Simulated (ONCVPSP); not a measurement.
# Configuration tests for V (Z = 23) (ONCV)

| Quantity | Value |
| --- | --- |
| Element | V |
| Generator | ONCVPSP 4.0.1 |
| Type | optimised norm-conserving Vanderbilt (ONCV) |
| Functional | PBE |
| Relativity | scalar-relativistic |
| Frozen core | [Ne] |
| Valence charge | 13 |
| Reference configuration | 3s2 3p6 3d3 4s2 |
| Partial waves | 3s+4s: rc 1.66 bohr, ncon 3, nbas 7, qcut 7 1/bohr, 2 projectors; 3p: rc 1.40 bohr, ncon 4, nbas 9, qcut 9.7 1/bohr, 2 projectors, debl 1.1 Ha; 3d: rc 2.02 bohr, ncon 4, nbas 9, qcut 6.1 1/bohr, 2 projectors, debl 0.8 Ha |
| Local potential | polynomial inside 0.94 bohr (lpopt 5, dvloc0 0 Ha) |
| Core correction | none |

In the p channel the program set the typed energies aside and used -1.618, 0.250 Ha.

Energies are relative to the spin-unpolarised reference configuration 3s2 3p6 3d3 4s2; without spin polarisation the order of configurations can differ from experiment.

```json
{"valence configuration": "3s2 3p6 3d3 4s1", "charge": "+1", "ΔE all-electron (eV)": "7.735", "error AE − PS (meV)": "+0.7"}
{"valence configuration": "3s2 3p6 3d3 4s0", "charge": "+2", "ΔE all-electron (eV)": "22.031", "error AE − PS (meV)": "-0.7"}
{"valence configuration": "3s2 3p6 3d2 4s0", "charge": "+3", "ΔE all-electron (eV)": "50.928", "error AE − PS (meV)": "+151"}
{"valence configuration": "3s2 3p5 3d3 4s2", "charge": "+1", "ΔE all-electron (eV)": "50.947", "error AE − PS (meV)": "-236"}
```
